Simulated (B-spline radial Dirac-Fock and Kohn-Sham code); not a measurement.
Model: the Dirac equation of a negative muon with reduced mass in the field of a spherical finite nucleus, with the Uehling potential to all orders; nuclear polarisation, deformation, hyperfine structure, self-energy, higher-order vacuum polarisation, relativistic recoil and electron screening are left out. Program: a radial finite-basis atomic code. The nuclear charge is a Fermi distribution (skin thickness 2.3 fm).

**Question.** A muonic atom of atomic mass 143.93 u emits these computed lines: 2p3/2 → 1s1/2 3855 keV, 3d5/2 → 2p3/2 1183 keV, 4f7/2 → 3d5/2 418.4 keV, 5g9/2 → 4f7/2 192.8 keV. Which element is it, and what rms charge radius was used?

**Answer.** Cesium (Z = 55, nuclide ¹⁴⁴Cs); the high transitions hardly feel the nucleus and fix Z. The 2p → 1s line lies 2874 keV below the value for a point nucleus without QED, which for this nuclear model gives a radius near 4.91 fm (4.9055 fm was used).
